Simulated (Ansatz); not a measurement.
`[NH2][Zr]([F])([Cl])[I]` and `C[N](C)[Zr]([NH2])([F])[Cl]` differ in one atom or group.

Ansatz, PBE0-D4/def2-TZVP geometries, multiplicity 1. Each molecule was computed in one conformer, which needn't be the lowest.

Elements past krypton have def2 core potentials.

```
                                        property  `[NH2][Zr]([F])([Cl])[I]`
             LUMO energy (B3LYP/def2-TZVPP) / eV                      -2.21
               HOMO energy (PBE/def2-TZVPP) / eV                      -6.56
           HOMO–LUMO gap (B3LYP/def2-TZVPP) / eV                       5.26
               LUMO energy (PBE/def2-TZVPP) / eV                      -2.81
             HOMO energy (B3LYP/def2-TZVPP) / eV                      -7.47
size of the dipole moment (B3LYP/def2-TZVPP) / D                       2.89
```

What does the change do to each property? (An estimate is asked.)

Computed: 
| property | `C[N](C)[Zr]([NH2])([F])[Cl]` | shift |
| --- | --- | --- |
| LUMO energy (B3LYP/def2-TZVPP) / eV | -1.00 | 1.21 |
| HOMO energy (PBE/def2-TZVPP) / eV | -5.50 | 1.06 |
| HOMO–LUMO gap (B3LYP/def2-TZVPP) / eV | 5.55 | 0.29 |
| LUMO energy (PBE/def2-TZVPP) / eV | -1.62 | 1.19 |
| HOMO energy (B3LYP/def2-TZVPP) / eV | -6.55 | 0.92 |
| size of the dipole moment (B3LYP/def2-TZVPP) / D | 3.22 | 0.33 |

With PBE0 the HOMO rises by 0.96 eV and the LUMO rises by 1.26 eV, so the gap widens by about 0.30 eV. PBE moves the HOMO by 1.06 eV and ωB97M-V by 0.80 eV. Dipoles are sizes alone; their direction can turn.

B3LYP here is the variant with VWN-RPA as its local correlation; programs differ in this.

Spin–orbit coupling is left out; it splits and shifts lone-pair levels of the heavy atoms by tenths of an eV.
